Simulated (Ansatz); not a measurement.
CH$_{5}$FHfO$_{2}$ (`[CH3][Hf]([OH])([OH])[F]`). The species carries charge 0 and has multiplicity 1. Hf takes the def2 core potential. The geometry is a stationary point of PBE0-D4/def2-TZVP. It is one conformer, not always the lowest.

```xyz
10

C     0.184    0.147    1.561
Hf   -0.422   -0.194   -0.551
O    -0.373    1.529   -1.387
O     0.829   -1.468   -1.248
F    -2.203   -0.904   -0.484
H     1.196    0.562    1.628
H    -0.492    0.849    2.061
H     0.175   -0.787    2.134
H    -0.307    2.287   -1.958
H     1.413   -2.021   -1.756
```

What is the dipole moment at PBE/def2-TZVPP? (Estimate.)

Ansatz gave: 2.79 D, with components (1.90, 0.66, -1.93) D in this frame, pointing from negative to positive charge.

And with r2SCAN, B3LYP, ωB97M-V? (Estimate.)

Computed: r2SCAN 2.83 D, B3LYP 2.86 D, ωB97M-V 2.91 D.

Give the Mulliken charges with PBE, ωB97M-V, B3LYP in def2-TZVPP. (An estimate is asked.)

The calculation gave: 
| atom | PBE | ωB97M-V | B3LYP |
| --- | --- | --- | --- |
| C1 | -0.46 | -0.55 | -0.48 |
| Hf2 | 0.90 | 1.06 | 1.09 |
| O3 | -0.39 | -0.41 | -0.44 |
| O4 | -0.39 | -0.41 | -0.44 |
| F5 | -0.32 | -0.36 | -0.37 |
| H6 | 0.10 | 0.11 | 0.09 |
| H7 | 0.10 | 0.12 | 0.10 |
| H8 | 0.10 | 0.12 | 0.10 |
| H9 | 0.18 | 0.16 | 0.18 |
| H10 | 0.18 | 0.16 | 0.18 |

B3LYP here is the variant with VWN-RPA as its local correlation; programs differ in this.
